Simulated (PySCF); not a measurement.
## Working out the excitation energy of F

F [He] 2s2 2p5 (2P) → F [He] 2s1 2p6 (2S). All numbers are calculated (PySCF 2.14, the spin-free X2C one-electron Hamiltonian (Gaussian nucleus), in x2c-TZVPPall). Frozen: nothing. Energies in hartree (1 hartree = 27.21139 eV):

```
            part   F (lower)   F (upper)
             UHF  -99.498859  -98.618382
CCSD correlation   -0.229036   -0.315196
             (T)   -0.003517   -0.009886
```

Q: What does Hartree-Fock give?

A: (-98.618382) − (-99.498859) = 0.880477 hartree = 23.959 eV.

Q: What do CCSD and CCSD(T) give?

A: The CCSD correlation energies differ by -0.086160 hartree = -2.345 eV and the triples by -0.006369 hartree = -0.173 eV, so CCSD gives 21.614 eV and CCSD(T) 21.441 eV.

The upper state lies above the first ionisation limit, where it may autoionise and the basis confines it.
